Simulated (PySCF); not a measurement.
Vibration and rotation of BeC⁻

CAM-B3LYP constants of BeC⁻, ⁴Σ⁻ (quartet), unpaired electrons σ ↑, π ↑↑ (Be def2-SVPD, C def2-SVPD; no relativity (PySCF 2.14); masses 9.0122 and 12.0000 u):

```
ωe              : 886.9 cm⁻¹
ωexe            : 14.8 cm⁻¹
Be              : 1.1761 cm⁻¹
αe              : 0.0225 cm⁻¹
D (centrifugal) : 8.27e-06 cm⁻¹
```

(1) Give the vibrational terms G(v) and spacings up to v = 3.

The state was picked by a PBE0 search and need not be the measured ground state.

Results:

(1) G(v) = ωe(v+½) − ωexe(v+½)².

```
v  G(v) (cm⁻¹)  G(v) − G(v−1)  Bv (cm⁻¹)
0          440                     1.165
1         1297            857      1.142
2         2125            828      1.120
3         2923            798      1.097
```
